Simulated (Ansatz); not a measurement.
```xyz
2

C     0.0000    0.0000   -0.6962
O     0.0000    0.0000    0.5221
```

Basis set: def2-TZVP (spherical functions). Frozen core: 2 orbitals. Charge 0, multiplicity 1.

Computed with Ansatz (development build ahead of 0.2.0); each method stands on the lowest determinant of its kind that the runs found. Restricted open shells among the atoms or ions are ROHF, correlated in semicanonical orbitals with singles.

The atomization energy at this shape (free ground-state atoms in the same class of orbitals less the molecule, no zero-point energy) of singlet CO:

```tsv
method	atomization energy
RHF	164.41 kcal/mol
```

(1) What does RHF-MP2 give?

Results:

(1) 258.26 kcal/mol. Caution: the shape is not the minimum.
